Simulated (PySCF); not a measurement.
C2H10O2Si2. Atoms are numbered in the order given.

```xyz
16

C     -0.1956     0.1894     1.9592
C      0.0309    -0.5165     0.6041
Si     1.2597     0.4440    -0.4622
O      2.7430     0.5990     0.3040
Si    -1.5633    -0.8489    -0.3497
O     -1.9627     0.4566    -1.3240
H      0.7569     0.3808     2.4792
H     -0.8346    -0.4045     2.6326
H     -0.6864     1.1686     1.8243
H      0.4849    -1.5129     0.7772
H      0.7914     1.8420    -0.6437
H      1.4069    -0.2415    -1.7815
H      3.2620    -0.2056     0.4164
H     -1.3887    -1.9864    -1.2894
H     -2.6614    -1.1537     0.6215
H     -2.1359     1.3002    -0.8907
```
Charge 0, spin multiplicity 1.

Coordinates come from a B3LYP-D3(BJ)/def2-SVP optimisation. The structure was generated by enumeration, and PubChem lists no compound with its InChIKey, so it may never have been made. The values are those of a single conformer.

Calculation: HF/pcSseg-1 (PySCF).

GIAO shieldings, no solvent; atoms listed in one row are averaged. δ = σ(ref) − σ: ¹³C against TMS (σ = 192.6 ppm); ²⁹Si against TMS (σ = 393.8 ppm); ¹⁷O against H2O (σ = 333.0 ppm); ¹H against TMS (σ = 31.99 ppm), references at their B3LYP-D3(BJ)/def2-TZVP geometries, non-relativistic.

```json
[
 {"nucleus": "¹³C", "atoms": "C1", "count": "1", "δ (ppm)": "12.4"},
 {"nucleus": "¹³C", "atoms": "C2", "count": "1", "δ (ppm)": "8.0"},
 {"nucleus": "²⁹Si", "atoms": "Si5", "count": "1", "δ (ppm)": "-9.2"},
 {"nucleus": "²⁹Si", "atoms": "Si3", "count": "1", "δ (ppm)": "-14.1"},
 {"nucleus": "¹⁷O", "atoms": "O4, O6", "count": "2", "δ (ppm)": "7.5"},
 {"nucleus": "¹H", "atoms": "H12", "count": "1", "δ (ppm)": "4.83"},
 {"nucleus": "¹H", "atoms": "H15", "count": "1", "δ (ppm)": "4.66"},
 {"nucleus": "¹H", "atoms": "H14", "count": "1", "δ (ppm)": "4.61"},
 {"nucleus": "¹H", "atoms": "H11", "count": "1", "δ (ppm)": "4.41"},
 {"nucleus": "¹H", "atoms": "H7, H8, H9", "count": "3", "δ (ppm)": "1.56"},
 {"nucleus": "¹H", "atoms": "H16", "count": "1", "δ (ppm)": "1.49"},
 {"nucleus": "¹H", "atoms": "H13", "count": "1", "δ (ppm)": "1.16"},
 {"nucleus": "¹H", "atoms": "H10", "count": "1", "δ (ppm)": "-0.39"}
]
```
